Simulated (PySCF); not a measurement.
Saddle point of SiNH$_{5}$ClF, singlet (SiNH₄Cl ([NH2][SiH2][Cl]) + HF → SiH₂ClF ([F][SiH2][Cl]) + NH₃; bonds formed: Si1–F7, N2–H6; bonds broken: Si1–N2, H6–F7), PBE0-D4/def2-TZVP structure:

```xyz
9
angstrom
Si -0.7456 -0.3359 -0.1269
N 1.0638 0.0131 -0.0712
H -0.7661 -1.4062 -1.1704
H -1.2881 -0.9839 1.0786
Cl -1.7907 1.1230 -1.1131
H 0.7345 0.7999 0.7720
F -0.2872 1.1629 1.3271
H 1.4406 0.3897 -0.9328
H 1.6388 -0.7623 0.2366
```

Energies are electronic, without zero-point energy. Barriers and step energies count from the start structure reached by relaxing down the imaginary mode; all methods use the PBE0-D4 structures, on which another method's saddle can fall below an end. PySCF 2.14 with density fitting (its default auxiliary sets; JK sets also for MP2 and CCSD(T)); basis: def2-TZVPP, with def2-QZVPP for the basis limit; cores frozen in the correlated methods. B3LYP uses VWN-RPA correlation. Extrapolation: Hartree–Fock as exp(−7.88 √X), correlation as X^−2.97.

```csv
method,barrier (kcal/mol),step energy (kcal/mol)
SPW92,8.43,-17.46
PBE-D4,14.19,-16.59
r2SCAN-D4,?,-18.96
PBE0-D4,17.05,-17.08
B3LYP-D4,18.70,-17.06
BHLYP-D4,?,-18.24
wB97M-V,17.08,-19.00
HF,?,-18.75
MP2,19.20,-17.25
CCSD,21.53,-17.90
CCSD(T),19.89,-17.71
```

Problem. Fill in the withheld barriers. (Judge from chemistry; the value comes from the calculation.)

Solution. By the calculation: HF 29.53; BHLYP-D4 21.41; r2SCAN-D4 15.38 kcal/mol. Each is the energy of the saddle less that of the start structure, by the same method.

For comparison, the barrier by CCSD(T) at an estimated basis limit (MP2 extrapolated from triple and quadruple zeta, plus CCSD(T) − MP2 in triple zeta) is 19.80 kcal/mol.

No T1 diagnostic of these runs exceeds 0.011.

Steps of this kind, hydrogen fluoride cutting a network bond, underlie vapour etching and the fluorination step of atomic layer etching.

Labels in which every atom is bracketed show which atoms are joined, not bond orders.

For scale, one of the runs: CCSD(T)/def2-TZVPP, 216 basis functions, launched by `OMP_NUM_THREADS=4 python run.py`. Hardware: 4 CPU threads of an Intel Xeon Platinum 8488C, shared host. Wall time 5.6 min; peak host memory 3.4 GiB.
